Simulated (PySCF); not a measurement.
Computed IR spectrum (relative IR intensity) of a molecule CH7FOSi2. Geometry: PBE-D3(BJ)/def2-SVP. One conformer was computed; it need not be the lowest. These are PBE-D3(BJ)/def2-SVP in PySCF values and carry that method's errors. Frequencies are harmonic and unscaled.

| ν (cm⁻¹) | relative intensity |
|---|---|
| 269 | 3.5 |
| 332 | 5.8 |
| 697 | 5.7 |
| 708 | 9.5 |
| 752 | 32 |
| 814 | 4.6 |
| 870 | 85 |
| 909 | 6.8 |
| 916 | 82 |
| 964 | 75 |
| 1062 | 100 |
| 1226 | 12 |
| 2152 | 27 |
| 2178 | 30 |
| 2187 | 31 |
| 2217 | 37 |

Question: Identify the compound among the candidates.
A. O[SiH2]C[SiH2]F
B. C[SiH](F)O[SiH3]
C. O[C@@H]([SiH3])[SiH2]F
D. CO[SiH2][SiH2]F

Answer: B, C[SiH](F)O[SiH3]
